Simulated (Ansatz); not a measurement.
Geometry optimisation, Ansatz 0.2.0, RKS PBE-D4/def2-SVP.

Input:

```yaml
crystal:
  periodic: [false, false, false]
  atoms:
    - { symbol: B, position_ang: [-1.3679, -0.4739, 0.7093] }
    - { symbol: C, position_ang: [0.0355, -0.4972, 0.0377] }
    - { symbol: C, position_ang: [0.739, -1.7322, 0.5552] }
    - { symbol: O, position_ang: [-0.0247, -0.5772, -1.3601] }
    - { symbol: S, position_ang: [0.9924, 1.0027, 0.4905] }
    - { symbol: C, position_ang: [0.0871, 2.2275, -0.5305] }
    - { symbol: H, position_ang: [-1.5068, -0.3432, 1.8743] }
    - { symbol: H, position_ang: [-2.3442, -0.4248, 0.0108] }
    - { symbol: H, position_ang: [0.2302, -2.6441, 0.3303] }
    - { symbol: H, position_ang: [1.7952, -1.7875, 0.1587] }
    - { symbol: H, position_ang: [0.8582, -1.6933, 1.6974] }
    - { symbol: H, position_ang: [0.8329, -0.5456, -1.7298] }
    - { symbol: H, position_ang: [-1.0417, 2.2415, -0.2932] }
    - { symbol: H, position_ang: [0.1983, 1.9867, -1.5867] }
    - { symbol: H, position_ang: [0.4945, 3.2098, -0.3346] }
basis:
  gaussian: { orbitals: def2-SVP }
hamiltonian:
  xc: pbe
  dispersion: d4
relax:
  f_tol: 0.015
  max_steps: 40
```

Launched with:

```bash
$ ansatz run input.yaml --threads 2 --pin off --max-ram 3072MiB --backend cpu --events-out ev --progress --plain --runs-dir out
```

Q: Where does it end, and by what steps?

A: The forces met the threshold. After 13 steps the energy has fallen by 1.243 eV; S5 moved furthest, 0.93 Å. Joined: B1–S5 (2.79 → 2.01 Å).

```
step  energy less start (eV)  largest force component (eV/Å)  accepted
   0                  0.0000                           2.990       yes
   1                 -0.2898                           1.001       yes
   2                 -0.4297                           0.627       yes
   3                 -0.5293                           0.640       yes
   4                 -0.6645                           0.766       yes
   5                 -0.8955                           0.934       yes
   6                 -1.1450                           0.662       yes
   7                 -1.1857                           0.702       yes
   8                 -0.9001                           1.487        no
   9                 -1.2337                           0.379       yes
  10                 -1.2185                           0.544        no
  11                 -1.2410                           0.076       yes
  12                 -1.2430                           0.041       yes
  13                 -1.2433                           0.010       yes
```

```xyz
15
Properties=species:S:1:pos:R:3
B -1.327 -0.214 0.700
C -0.078 -0.766 -0.067
C 0.919 -1.734 0.515
O -0.015 -0.626 -1.417
S 0.182 1.085 0.936
C -0.044 2.210 -0.473
H -1.558 -0.712 1.790
H -2.234 0.282 0.055
H 0.594 -2.766 0.259
H 1.945 -1.583 0.111
H 0.961 -1.657 1.617
H 0.888 -0.859 -1.722
H -0.990 2.773 -0.364
H -0.078 1.609 -1.405
H 0.815 2.908 -0.505
```

Whether the end is a true minimum wasn't checked by a vibrational analysis.

The run took 80 s on 2 threads of Arm Neoverse N1, with other jobs on the host, peak memory 0.18 GiB.
